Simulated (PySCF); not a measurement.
**Ionisation energy of Sr by level of theory**

Sr [Kr] 5s2 (1S) → Sr⁺ [Kr] 5s1 (2S), as a difference of total energies. Calculation: PySCF 2.14, in ANO-RCC-VTZP (7s6p3d1f, 47 functions); scalar relativity by spin-free X2C-1e. Correlated levels: valence: [Kr] frozen. The calculations carry no spin-orbit coupling.

| method | ionisation energy (eV) | error (eV) |
| --- | --- | --- |
| UHF | 4.742 | -0.953 |
| MP2 (valence) | 5.197 | -0.498 |
| SCS-MP2 (valence) | 5.288 | -0.407 |
| CCSD (valence) | 5.440 | -0.255 |

Reference: 5.695 eV (measured; NIST Atomic Spectra Database, ionization energies).

Errors of the correlated levels include the incompleteness of this basis and the frozen core.

With two correlated electrons CCSD is exact in that space.
